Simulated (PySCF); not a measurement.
C2H6ClNSi2, SMILES [SiH2](C#C[SiH2]N)Cl.

The structure is a stationary point at B3LYP-D3(BJ)/def2-SVP. The structure was generated by enumeration, and PubChem lists no compound with its InChIKey, so it may never have been made. Other conformers were not sampled.

Two levels are set side by side: PBE/def2-TZVP (PySCF) and CAM-B3LYP/def2-TZVP (PySCF). Same geometry, gas phase. Differences are taken from unrounded values.

| quantity | CAM-B3LYP | PBE | PBE minus CAM-B3LYP |
|---|---|---|---|
| orbital gap (eV) | 9.07 | 4.31 | -4.76 |
| highest occupied level (eV) | -9.25 | -6.44 | 2.81 |
| lowest empty level (eV) | -0.17 | -2.13 | -1.96 |
| dipole moment (D) | 0.82 | 0.98 | 0.17 |
| mean polarisability (bohr³) | 92.8 | 99.4 | 6.6 |

Without exact exchange PBE keeps part of each electron's self-repulsion, which lifts occupied levels and narrows the gap. Loosely held outer electrons make PBE densities more polarisable. Differences between two approximate levels are no errors against the true value.

Rough cost on one machine, each run with all the roots and properties that it gave: CAM-B3LYP against PBE within a factor of 2.
